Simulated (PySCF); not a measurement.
**How methods differ on the excitation energy of Tl⁺**

Tl⁺ [Xe] 4f14 5d10 6s2 (1S) → Tl⁺ [Xe] 4f14 5d9 6s2 6p1 (high-spin determinant), as a difference of total energies. All numbers are calculated (PySCF 2.14, the spin-free X2C one-electron Hamiltonian (Gaussian nucleus), in aug-cc-pVTZ-DK3 (9s8p6d3f, 84 functions)). The calculations carry no spin-orbit coupling.

```json
{"method": "UHF", "excitation energy (eV)": "14.600"}
{"method": "LDA", "excitation energy (eV)": "15.492"}
{"method": "PBE", "excitation energy (eV)": "15.278"}
{"method": "PBE0", "excitation energy (eV)": "15.270"}
{"method": "r2SCAN", "excitation energy (eV)": "15.329"}
{"method": "B3LYP", "excitation energy (eV)": "15.242"}
{"method": "MN15", "excitation energy (eV)": "14.874"}
```

A first-order spin-orbit estimate (lowest level to lowest level, LS coupling) adds -0.421 eV.

The determinant of the upper state mixes LS terms, which raises its energy above the lowest term, most at the Hartree-Fock and MP2 levels.
